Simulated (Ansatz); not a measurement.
Start from `CC(C)[O][Cd][OH]` and change one atom or group to get `CC(C)[O][Zn][F]`.

Ansatz, PBE0-D4/def2-TZVP geometries, multiplicity 1. Each molecule was computed in one conformer, which needn't be the lowest.

Elements past krypton have def2 core potentials. Scalar relativity is left out up to krypton.

```tsv
property	`CC(C)[O][Cd][OH]`
HOMO energy (B3LYP/def2-TZVPP) / eV	-7.01
HOMO energy (ωB97M-V/def2-TZVPP) / eV	-9.60
size of the dipole moment (B3LYP/def2-TZVPP) / D	1.82
HOMO–LUMO gap (PBE/def2-TZVPP) / eV	3.59
LUMO energy (ωB97M-V/def2-TZVPP) / eV	0.42
LUMO energy (PBE/def2-TZVPP) / eV	-2.16
```

(1) What does the change do to each property? (An estimate is asked.)

Answers

(1) Ansatz gave: 
| property | `CC(C)[O][Zn][F]` | shift |
| --- | --- | --- |
| HOMO energy (B3LYP/def2-TZVPP) / eV | -7.57 | -0.56 |
| HOMO energy (ωB97M-V/def2-TZVPP) / eV | -10.19 | -0.59 |
| size of the dipole moment (B3LYP/def2-TZVPP) / D | 2.43 | 0.61 |
| HOMO–LUMO gap (PBE/def2-TZVPP) / eV | 4.16 | 0.57 |
| LUMO energy (ωB97M-V/def2-TZVPP) / eV | 0.54 | 0.12 |
| LUMO energy (PBE/def2-TZVPP) / eV | -2.12 | 0.04 |

With PBE0 the HOMO falls by 0.57 eV and the LUMO rises by 0.09 eV, so the gap widens by about 0.66 eV. PBE moves the HOMO by -0.53 eV and ωB97M-V by -0.59 eV. Dipoles are sizes alone; their direction can turn.

B3LYP here is the variant with VWN-RPA as its local correlation; programs differ in this.
